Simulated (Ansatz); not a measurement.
## Ligand exchange: AlH(CH3)I + NaOH → AlH(CH3)(OH) + NaI

Species: AlH(CH3)I, singlet; NaOH `[OH][Na]`, singlet; AlH(CH3)(OH), singlet; NaI, singlet. The partners trade I for OH: Al–I and Na–OH bonds give way to Al–OH and Na–I.

Shapes, held fixed at every level: PBE0-D4/def2-TZVP. Flexible molecules stand in one conformer, not always the lowest. Programs: Ansatz 0.2.0. Electronic energies: no zero-point or thermal term.

(1) Estimate ΔE of this reaction.

Results:

(1) The highest level, CCSD(T)/def2-TZVPP, gives ΔE = -167.2 kJ/mol; the levels span -182.1 to -161.4. The column of differences is taken from that level and isn't an error. No measured value is set beside it here. For atoms past krypton def2 sets carry core potentials with scalar relativity. Correlated rows may include outer-core shells of I, Na, which these sets cover unevenly. Times are processor times on shared x86 and Arm servers, and rough.

```tsv
level	kind	ΔE (kJ/mol)	less CCSD(T)/def2-TZVPP	CPU time (sum over the molecules)
SPW92/def2-TZVPP	LDA	-161.4	+5.8	7 s
r2SCAN-D4/def2-TZVPP	meta-GGA	-168.0	-0.8	25 s
PBE0-D4/def2-TZVPP	global hybrid	-166.6	+0.6	15 s
r2SCAN0-D4/def2-TZVPP	global hybrid	-174.2	-7.0	26 s
wB97M-V/def2-TZVPP	range-separated hybrid	-170.6	-3.4	55 s
MP2/def2-SVP	perturbation theory	-182.1	-14.9	–
CCSD(T)/def2-SVP	coupled cluster or CI	-180.6	-13.4	11 s
CCSD(T)/def2-TZVPP	coupled cluster or CI	-167.2	0.0	2.8 min
```
